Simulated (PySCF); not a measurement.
Cost of one run: core-ionisation job, `CC#CBBr`.

Method: delta-SCF UKS SCAN, def2-TZVP on the ionised atom, pcseg-1 elsewhere, spin-free X2C (PySCF 2.14.0). Geometry: PBE0-D3(BJ)/def2-SVP. Work: ΔSCF core ionisation, 4 holes, density fitting. The input is one job of a driver script: a line of settings, then coordinates in Å.

Command:
```bash
OMP_NUM_THREADS=1 python probes_run.py task.json out
```

Input:
```
{"job": {"kind": "xps", "basis": "def2-TZVP"}, "charge": 0, "multiplicity": 1}
C     -1.340358     0.317341    -0.002558
C      0.087147     0.078777    -0.013289
C      1.294294    -0.113206    -0.028467
B      2.771607    -0.373904    -0.057039
Br     3.988270     1.030051    -0.503160
H     -1.568314     1.368231     0.233365
H     -1.849821    -0.327388     0.730246
H     -1.765511     0.096967    -0.995098
H      3.254329    -1.448498     0.189979
```

Hardware: one thread of an Arm Neoverse V1, on a shared host. PySCF's memory limit was set to 1760 MB.

The basis has 120 functions.

What wall time should be expected on this hardware?

About 18 s. The run took 78 SCF cycles in all, 4.5 s a hole on average.

How much memory does it need at the peak?

About 0.43 GiB. Peak memory is the resident size of the whole Python process, interpreter and libraries included.

Times come from a shared host and carry two figures at best.
